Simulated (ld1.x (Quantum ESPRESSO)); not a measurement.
## Before and after: TM potential for S

ld1.x (Quantum ESPRESSO) 7.5 input, shortened:

```
&input
   title='S', zed=16., rel=1, dft='PBE', iswitch=3,
   config='[Ne] 3s2 3p4'
 /
 &inputp
   pseudotype=2, tm=.true., lloc=1,
   nlcc=.true., new_core_ps=.true.
 /
2
3S  1  0   2.00   0.00  1.15  1.15  0.0
3P  2  1   4.00   0.00  1.70  1.70  0.0
 &test
   configts(1)='3s2 3p4'
 /
```

All-electron outer shells of the reference configuration (PBE, scalar-relativistic, ld1.x):

```tsv
shell	level (eV)	outermost node (bohr)	outermost maximum (bohr)
2s	-211.71	0.13	0.39
2p	-156.51	–	0.33
3s	-17.26	0.60	1.40
3p	-7.01	0.58	1.61
```

Change: all radii but the core radius scaled by about 1.04 (s 1.20, p 1.76 bohr).

Cutoffs: the cutoffs (Ry, on a coarse ladder) from which the occupation-weighted sum of valence levels, in a spherical-Bessel basis at the reference potential, stays within 10 and 1 mRy of its value at 400 Ry; they do not see the model core or the augmentation charge, which bear on the density cutoff. Errors are all-electron minus pseudo energies relative to the spin-unpolarised reference configuration.

Task: Predict the effect on cutoff, ghosts and configuration errors.

Result: The potential gets softer (55 Ry and 120 Ry → 50 Ry and 100 Ry); of the 7 tests that both files solve, the error grows in 0 and shrinks in 1 by more than 15 % and 0.3 meV (median size 2.6 → 2.6 meV); neither file shows a bound ghost. A larger radius leaves more room for a smooth pseudo-wave, so fewer plane waves are needed.

```csv
quantity,base,changed
"cutoff, loose",55 Ry,50 Ry
"cutoff, tight",120 Ry,100 Ry
loose cutoff by channel (10 mRy a level),"s 50 Ry, p 10 Ry","s 40 Ry, p 10 Ry"
bound ghosts,none,none
"error for 3s2 3p3, meV [ΔE 11.77 eV]",+2.6,+2.6
"error for 3s2 3p2, meV [ΔE 34.05 eV]",+21,+20
"error for 3s2 3p1, meV [ΔE 68.09 eV]",+74,+70
"error for 3s2 3p3.5, meV [ΔE 4.66 eV]",+0.3,+0.3
"error for 3s2 3p0, meV [ΔE 114.89 eV]",+184,+171
"error for 3s1 3p5, meV [ΔE 10.31 eV]",-2.0,-1.1
"error for 3s2 3p4.3, meV [ΔE -1.71 eV]",+0.3,+0.3
```
